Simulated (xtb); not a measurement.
Pb(Cl)(OMe) (CH3ClOPb), SMILES [Pb]([O]C)[Cl] (connectivity only; charge and spin as stated), neutral, multiplicity 1. All values are semi-empirical tight-binding results from xtb (GFN2-xTB unless named), good for trends rather than for accurate numbers. Geometry optimised at GFN2-xTB. One conformer was computed; it need not be the lowest.

Optimised geometry:

Bonded distances (Å): Pb1–Cl2 2.493, Pb1–O3 2.074, O3–C4 1.388, C4–H5 1.095, C4–H6 1.097, C4–H7 1.096. Angles (°): Cl2–Pb1–O3 104.3, Pb1–O3–C4 146.3, O3–C4–H5 112.1, O3–C4–H6 109.5, O3–C4–H7 109.5, H5–C4–H6 108.8, H5–C4–H7 108.7, H6–C4–H7 108.3.

For metal compounds this method's bond lengths and energies can be far off.

Computed properties:
```
Item                                           Value
-------------------------------------  -------------
point group as xtb finds it                       Cs
orbital gap                                  3.01 eV
zero-point energy                      25.1 kcal/mol
G − E(el) at 298.15 K (modified RRHO)   3.9 kcal/mol
```

Computed atomic charges and the Wiberg bond orders between heavy atoms:
charges (e) Pb1 0.78, Cl2 -0.45, O3 -0.50, C4 0.06, H5 0.03, H6 0.04, H7 0.04. Bond orders Pb1–Cl2 0.87, Pb1–O3 0.99, O3–C4 1.02.
